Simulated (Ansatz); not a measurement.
Consider the redistribution: `CS[SiH](O)F` + `FBBr` → `CS[SiH2]O` + `FB(F)Br`.

Calculated with Ansatz (gas phase, PBE0-D4/def2-TZVP geometries, no zero-point term in ΔE). CCSD(T)/CBS adds triple-zeta CCSD(T) − MP2 to the extrapolated MP2 energy (def2 sets, frozen cores). Functionals use def2-TZVPP. For Br outer-core shells are correlated without core-valence functions, which leaves a few kJ/mol of doubt a bond. Scalar relativity is left out up to krypton. One conformer a species, not always the lowest.

```
    level  ΔE (kcal/mol)
r2SCAN-D4            3.1
  ωB97M-V            3.3
```

What does CCSD(T)/CBS give? (An estimate is asked.)

The calculation gave: +4.4 kcal/mol. The listed levels differ from it by -1.3, -1.1 kcal/mol.

Largest T1 diagnostic among the species: 0.011.
